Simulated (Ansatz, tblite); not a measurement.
Removing and adding an electron: Ge(OH)Cl3 (GeCl3OH). Total charge 0; singlet. Geometry: PBE0-D4/def2-SVP. Ansatz, gas phase; energy differences of separate SCF runs; the oxidised species was run as a doublet alone; the reduced species was run as a doublet alone.

Cartesian coordinates in Å:
```
Ge 0.0384 -0.1243 -0.2958
O -0.6841 0.9482 0.8792
H -0.3225 0.8367 1.7675
Cl -0.2876 -2.1667 0.2261
Cl 2.1440 0.1908 -0.4283
Cl -0.8881 0.3154 -2.1487
```

The xTB rows come from tblite.

| level | −HOMO (eV) | vertical IE (eV) | −LUMO (eV) | vertical EA (eV) | HOMO–LUMO gap (eV) | IE − EA (eV) | remarks |
| --- | --- | --- | --- | --- | --- | --- | --- |
| GFN1-xTB | 12.73 | 15.13 | 6.49 | 3.76 | 6.25 | 11.37 | – |
| GFN2-xTB | 12.32 | 15.03 | 7.06 | 4.71 | 5.26 | 10.32 | – |
| PBE-D4/def2-TZVPD | 8.07 | – | 2.91 | 0.54 | 5.16 | – | HOMO above zero (-1 doublet) |
| r2SCAN-D4/def2-TZVPD | 8.44 | – | 2.62 | 0.30 | 5.83 | – | HOMO above zero (-1 doublet) |
| PBE0-D4/def2-TZVP | 9.50 | 11.53 | 1.78 | – | 7.72 | – | – |
| PBE0-D4/def2-TZVPD | 9.54 | – | 1.92 | 0.32 | 7.61 | – | HOMO above zero (-1 doublet) |

Run but left out: PBE-D4/def2-TZVP, r2SCAN-D4/def2-TZVP (charge +1 doublet: an occupied level 0.00 to 0.05 eV above an empty one).   A HOMO above zero means that the electron is unbound at that level or that self-interaction error raises the level; the energy of removing that electron tells which. Raw xTB energy differences between charge states are shifted by several eV; the methods need an empirical correction for them.
